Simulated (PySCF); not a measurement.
C₆H₈F₂.
Numbering: `[F:1][C@@H:2]1[CH2:3][CH:4]=[CH:5][C@@H:6]([F:7])[CH2:8]1`

Cartesian coordinates in Å at the GFN2-xTB level; atoms count from 1:
```
atom  x, y, z in Å
F1     0.7535   -2.4418   -0.4164
C2     0.3397   -1.1267   -0.5220
C3     1.4795   -0.2071   -0.0992
C4     0.9988    1.1973    0.0760
C5    -0.2760    1.5299    0.2019
C6    -1.3873    0.5215    0.1732
F7    -2.0427    0.6104   -1.0527
C8    -0.8818   -0.9040    0.3610
H9     0.0772   -0.9736   -1.5759
H10    2.2832   -0.2393   -0.8375
H11    1.8935   -0.5728    0.8465
H12    1.7655    1.9582    0.1105
H13   -0.5785    2.5613    0.3002
H14   -2.1538    0.7643    0.9214
H15   -0.6108   -1.0561    1.4067
H16   -1.6676   -1.6126    0.0950
```

NICS = −σ at a ghost point: NICS(0) at the centroid of the ring atoms, NICS(1) 1 Å to either side along the normal of their mean plane, zz for the tensor component along that normal. Level: GIAO PBE0/pcSseg-1 (PySCF, non-relativistic, gas phase) on the GFN2-xTB geometry, one conformer.

Ring bond lengths (Å), with Mayer bond orders in brackets: C2–C3 1.524 (1.02), C3–C4 1.495 (1.03), C4–C5 1.323 (1.90), C5–C6 1.501 (1.01), C6–C8 1.524 (1.02), C8–C2 1.524 (1.01).

Problem. What do the NICS probes read (ppm)?

Solution. 
```
             ring                                                    type  NICS(0)  NICS(1), two faces  NICS(1)zz, two faces  rms pucker (Å)  centre to ring atoms, mean (Å)
C2–C3–C4–C5–C6–C8  6-membered carbocycle; formal bonds 1 double, 5 single     -1.7         -3.1 / -2.6             1.2 / 1.2            0.20                            1.45
```

Problem. What do they say, and how far can they be read as aromaticity?

Solution. 
- C2–C3–C4–C5–C6–C8: mean NICS(1)zz 1.2 ppm, near zero. C2, C3, C6, C8 have four or more neighbours, so the value isn't read as a sign of a π ring current.

Problem. Give the inner angles of the rings and the Hirshfeld charges of the ring atoms.

Solution. 
- C2–C3–C4–C5–C6–C8: C2 110.5° (+0.065 e), C3 111.0° (-0.078 e), C4 123.9° (-0.028 e), C5 122.9° (-0.065 e), C6 112.4° (+0.065 e), C8 109.3° (-0.089 e); sum 690.0° against 720° for a flat convex ring.

The run took 42 s of wall time on x86-64 server, one thread (shared host). This is the whole shielding run at PBE0/pcSseg-1, SCF included.
